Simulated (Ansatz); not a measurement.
A nudged elastic band was laid between two geometries of CH₃FSSi (7 atoms, charge 0, multiplicity 1).

Method: RKS PBE0-D4/def2-SVP (Ansatz).

```json
{"movable images": "9", "climbing image": "yes", "spring": "5.0 eV/Å²", "optimiser": "quadratic models (default)", "start path": "through a guess of the saddle point", "force threshold": "0.05 eV/Å", "iteration limit": "41", "end points": "relaxed"}
```

First end point:

```xyz
7
Properties=species:S:1:pos:R:3
F -1.060 -2.374 0.238
Si -0.827 -0.795 -0.019
C 0.615 0.037 0.342
S 0.537 1.795 0.177
H -2.071 -0.189 -0.527
H 1.523 -0.430 0.735
H 1.284 1.955 -0.946
```

Last end point:

```xyz
7
Properties=species:S:1:pos:R:3
F -1.185 -2.244 0.614
Si -0.837 -0.784 0.014
C 0.698 -0.050 0.094
S 0.868 1.446 -0.832
H -2.022 -0.237 -0.672
H 1.571 -0.478 0.596
H 0.908 2.345 0.186
```

What changes between the two ends?

No bond is made or broken. The dihedral H6–C3–S4–H7 goes from 77 to -77°. The two ends are copies of one structure, up to a mirror image or an exchange of like atoms.

What energy profile does the band end with?

It converged. The highest image is number 4 of 0 to 10, 3.0 kcal/mol above the ends, which have the same energy within 2 meV. A vibrational analysis at the climbing image gives one clearly imaginary mode, 60i cm⁻¹: a first-order saddle point.

```tsv
image	path coordinate (Å)	energy (kcal/mol)	dihedral H6–C3–S4–H7 (°)
0	0.00	0.0	77
1	0.41	0.8	99
2	0.82	2.5	126
3	1.23	3.0	153
4	1.64	3.0	177
5	1.94	3.0	-167
6	2.23	3.0	-149
7	2.53	2.7	-130
8	2.82	1.6	-110
9	3.12	0.4	-91
10	3.41	0.0	-77
```

What is the geometry of the highest image?


```xyz
7
Properties=species:S:1:pos:R:3
F -1.084 -2.262 0.367
Si -0.769 -0.734 -0.063
C 0.697 0.027 0.359
S 1.311 1.638 0.026
H -1.866 -0.195 -0.886
H 1.404 -0.552 0.964
H 0.307 2.077 -0.766
```

What are the harmonic wavenumbers there?

60i, 145, 204, 308, 321, 686, 715, 811, 902, 941, 1049, 1279, 2339, 2700, 3203 cm⁻¹.

Time of the run: 6.4 min on 1 thread of Arm Neoverse V2 (shared host), peak memory 0.15 GiB.
